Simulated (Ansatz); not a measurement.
```xyz
13

C    -1.337    1.925   -0.540
C     0.069    1.449   -0.339
C     0.454    0.210   -0.447
C     0.823   -1.038   -0.514
Si    0.785   -2.138    0.986
H    -1.388    2.657   -1.350
H    -2.003    1.096   -0.783
H    -1.712    2.415    0.364
H     0.823    2.193   -0.089
H     1.161   -1.436   -1.471
H    -0.106   -3.307    0.752
H     0.287   -1.360    2.147
H     2.145   -2.665    1.284
```

Total charge 0; spin multiplicity 1.

Question: List the r2SCAN/def2-TZVPP orbital energies in eV (Ansatz 0.2.0). (Best estimate.)

Answer: Ansatz gave: Occupied: -1790.85, -273.65, -273.35, -273.19, -273.12, -141.32, -96.18, -96.17, -96.17, -21.13, -19.33, -17.02, -13.84, -12.87, -11.87, -10.76, -10.61, -9.61, -9.38, -8.80, -8.55, -6.78, -6.14. Lowest empty: -0.88, -0.25, 0.59, 1.09, 1.42, 2.01, 2.13, 2.74.
